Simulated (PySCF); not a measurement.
These 3 structures share the formula C9H7N. Method: PBE0-D3(BJ)/def2-SVP geometry optimisation, gas phase (PySCF 2.14.0). Energies are electronic, without zero-point or thermal terms, for one conformer each. No frequencies were run at this level. Point groups hold within 0.08 Å.

Question: Rank from lowest to highest electronic energy at this level (kcal/mol).
A. `[CH2:1]=[CH:2][c:3]1[cH:4][cH:5][cH:6][cH:7][c:8]1[C:9]#[N:10]` with C1–C2–C3–C4 11°
B. `[H]/[N:9]=[CH:8]\[c:7]1[cH:6][cH:5][cH:4][c:3]([C:2]#[CH:1])[cH:10]1` with C6–C7–C8–N9 180°
C. `c1cc2ccnccc-2c1`

Answer: A (0.0), C (8.4), B (32.4).

As drawn, the lowest has a C≡N group and a C=C bond outside aromatic rings, which the highest lacks; the highest has a C≡C bond, a C=N bond and an N–H bond, which the lowest lacks.

```tsv
SMILES	E (Eh)	E rel (kcal/mol)	dipole (D)	point group	A, B, C (MHz)
C=Cc1ccccc1C#N	-401.13614	0.0	4.33	–	1647, 1465, 776.5
c1cc2ccnccc-2c1	-401.12281	8.4	1.51	C2v	2973, 1251, 880.5
[H]/N=C\c1cccc(C#C)c1	-401.08447	32.4	2.59	Cs	2283, 975.0, 683.2
```
